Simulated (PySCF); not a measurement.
A structure optimised at B3LYP-D3(BJ)/def2-TZVP, used in a PySCF frequency run:

```
Al
O 1 1.7029
H 2 0.9588 1 123.98
H 1 1.5843 2 118.95 3 0.00
Si 1 2.4490 4 125.03 2 180.00
H 5 1.4841 1 112.91 4 180.00
H 5 1.4879 6 107.88 1 -122.56
H 5 1.4879 6 107.88 7 -114.88
```
Charge 0, spin multiplicity 1.

**Question.** Write its SMILES, formula and point group.

**Answer.** [OH][AlH][SiH3], AlH₅OSi, Cs

**Question.** What are its rotational constants (standard atomic weights)?

**Answer.** 18.660, 2.9544, 2.6267 GHz
